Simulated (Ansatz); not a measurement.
AlF₃H₂S, SMILES `[F][Al-]([F])([F])[SH2+]`, relaxed with RKS PBE0-D4/def2-TZVP in Ansatz from a GFN2-xTB geometry. The force threshold is 0.005 eV/Å; the program also tests the step.

Charge 0, multiplicity 1.

Start:

```xyz
7

F    -0.968    0.676    1.469
Al    0.010    1.010    0.184
F     1.631    0.871    0.442
F    -0.542    1.978   -1.020
S    -0.240   -1.228   -0.866
H    -0.853   -1.707    0.218
H     0.963   -1.601   -0.427
```

```csv
step,energy (eV),largest force (eV/Å),largest move (Å)
1,-25612.1524,0.394,0.000
2 (rejected),-25612.1318,0.528,0.157
3,-25612.1658,0.234,0.076
4,-25612.1658,0.359,0.050
5,-25612.1696,0.140,0.029
6,-25612.1711,0.018,0.028
7,-25612.1715,0.004,0.018
8,-25612.1715,0.003,0.007
9,-25612.1716,0.005,0.011
10 (rejected),-25612.1716,0.089,0.063
11,-25612.1717,0.013,0.030
13,-25612.1720,0.064,0.005
15 (rejected),-25612.1649,0.540,0.198
17,-25612.1734,0.172,0.097
19,-25612.1758,0.005,0.062
21 (rejected),-25612.1672,0.541,0.174
23,-25612.1772,0.035,0.027
25 (rejected),-25612.1780,0.174,0.059
27,-25612.1802,0.019,0.046
29 (rejected),-25612.1795,0.130,0.040
31,-25612.1809,0.060,0.055
33,-25612.1813,0.036,0.031
35 (rejected),-25612.1814,0.065,0.031
37,-25612.1817,0.017,0.014
39,-25612.1817,0.003,0.012
```

End:

```xyz
7

F    -0.572    0.582    1.652
Al    0.103    0.988    0.201
F     1.726    1.278    0.179
F    -0.859    1.770   -0.885
S     0.118   -1.231   -0.856
H    -1.148   -1.528   -0.507
H     0.632   -1.860    0.217
```

It took 110 s on 2 threads of a server CPU on a shared host, with 0.45 GiB of host memory at the peak.
